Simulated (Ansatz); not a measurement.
The first iterations of a band of F5HOW + H2S (11 atoms, charge 0, multiplicity 1).

Theory: RKS PBE/def2-SVP in Ansatz 0.2.0.

```json
{"movable images": "5", "climbing image": "yes", "spring": "0.1 eV/Å²", "optimiser": "quadratic models (default)", "start path": "through a guess of the saddle point", "force threshold": "0.05 eV/Å", "iteration limit": "60", "end points": "relaxed"}
```

First end point:

```xyz
11
Properties=species:S:1:pos:R:3
W -0.411 -0.159 -0.240
O -0.459 0.529 1.473
H 0.197 0.990 2.094
F 1.369 0.496 -0.326
F -1.059 1.423 -1.006
F -2.153 -0.826 -0.202
F 0.213 -1.827 0.356
F -0.092 -0.774 -1.988
S 2.034 1.777 2.777
H 2.445 1.583 1.488
H 2.512 0.558 3.160
```

Last end point:

```xyz
11
Properties=species:S:1:pos:R:3
W 0.103 0.308 -0.030
O 0.798 -0.028 2.213
H 0.985 -0.993 2.209
F 1.950 -0.117 -0.022
F -1.034 1.518 -0.927
F -1.412 0.348 1.126
F -0.065 -1.558 0.357
F 0.244 -0.262 -1.808
S 0.975 2.460 0.547
H 2.093 2.043 1.205
H -0.042 0.051 2.716
```

| iteration | highest image above the first end (eV) | largest band force component (eV/Å) |
| --- | --- | --- |
| 1 | 20.931 | 110.183 |
| 2 | 4.804 | 28.727 |
| 3 | 2.824 | 16.860 |
| 4 | 1.580 | 6.763 |
| 5 | 1.422 | 4.050 |
| 6 | 1.359 | 2.551 |
| 7 | 1.325 | 1.339 |
| 8 | 1.262 | 0.628 |
| 9 | 1.162 | 0.698 |
| 10 | 1.127 | 0.580 |
| 11 | 1.118 | 0.405 |

Question: Does the band converge within its limit, and where does its top end?

Answer: The run converged. It ended after 33 iterations with the highest image 1.095 eV above the first end. The profile has 2 maxima (images 3, 5) with wells between them (image 4): this band takes more than one step, which may be the mechanism or a detour left from its start path. Another band between the same ends (5 images) ends at a top of the same energy, where a vibrational analysis finds 1 clearly imaginary mode. The orbitals stay closed-shell, which can raise the energy where a bond breaks towards radicals; this wasn't checked here.

Run time: 7 min on 4 threads of Arm Neoverse V1 (shared host), peak memory 0.24 GiB.
